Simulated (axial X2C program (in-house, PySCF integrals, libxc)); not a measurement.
**Potential curves of EuN, with spin–orbit coupling**

Computed with an axial X2C code built on PySCF integrals. Two-component (2c) means X2C with spin–orbit coupling and atomic mean-field two-electron Coulomb and Gaunt terms. Basis: Eu dyall-cv3z [13s14p9d8f3g], N dyall-av3z [7s7p3d2f] (cores contracted in-house); Gaussian nuclei, density fitting, unrestricted open shells. Masses: Eu 152.921 u, N 14.003 u.

State: Ω = 4 (⟨Sz⟩ = 3.99, ⟨Lz⟩ = 0.01 at TPSSh). Energies in eV from the fragments at the same level (Eu + N). Fits are polynomials in 1 − R0/R over 0.85 to 1.23 times the lowest point R0.

```
 R (Å)    TPSSh     PBE0
1.6547  -1.6023  -1.1459
1.7308  -2.1371  -1.6706
1.7879  -2.3773  -1.9072
1.8449  -2.5057  -2.0348
1.9020  -2.5427  -2.0727
1.9686  -2.4923  -2.0244
2.0351  -2.3632  -1.8969
2.1207  -2.1113  -1.6451
2.2253  -1.7154  -1.2462
```

De is counted from the lowest determinant-based energies of the atoms at the same level, without counterpoise correction. Density functionals use the spin component along the axis (collinear). The state is one determinant with fixed occupations, lowest in a PBE0 search at one distance only: followed along the bond, the spin-free determinant M_S = 3, Λ = 0 reaches 0.08 eV lower at PBE0, at Re = 1.800 Å, so the state shown is not the lowest. With several unpaired electrons one determinant need not be a pure state. A state of lower Ω lies just above, and one determinant can place such states too high, so the state shown need not be the lowest. The search has Ω = 3 only 0.03 eV up. Open-shell Ω = 0 determinants with evenly filled partner blocks cannot be reached by this program, so the Ω shown need not be the lowest component. The stretched end of a curve changes character and is left out.

Question: Fit the TPSSh curve near its minimum: give the equilibrium distance, the harmonic wavenumber and the well depth.

Answer: At TPSSh, 2c: Re = 1.900 Å, ωe ≈ 699 cm⁻¹, De = 2.54 eV to Eu + N; Be follows as 0.364 cm⁻¹.

Question: Fit the PBE0 curve near its minimum: give the equilibrium distance, the harmonic wavenumber and the well depth.

Answer: At PBE0, 2c: Re = 1.901 Å, ωe ≈ 694 cm⁻¹, De = 2.07 eV to Eu + N; Be follows as 0.364 cm⁻¹.
